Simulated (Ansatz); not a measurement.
Problem. Predict a relaxed structure of BMe3 (C₃H₉B), charge 0, singlet, at PBE0-D4/def2-SVP (Ansatz).

Solution. 
```xyz
13

B     0.0100    0.0064   -0.0031
C    -0.8389    1.3307    0.0613
C     0.1271   -0.7886   -1.3567
C     0.7243   -0.5341    1.2915
H    -1.8820    1.1027   -0.2254
H    -0.4870    2.0412   -0.7080
H    -0.8520    1.8434    1.0346
H    -0.2762   -1.8076   -1.2114
H     1.1912   -0.9432   -1.6104
H    -0.3789   -0.3361   -2.2224
H     1.3081   -1.4580    1.1654
H    -0.0324   -0.7042    2.0793
H     1.3867    0.2474    1.7054
```
Point group C3h (tolerance 0.1 Å). This is one stationary point.
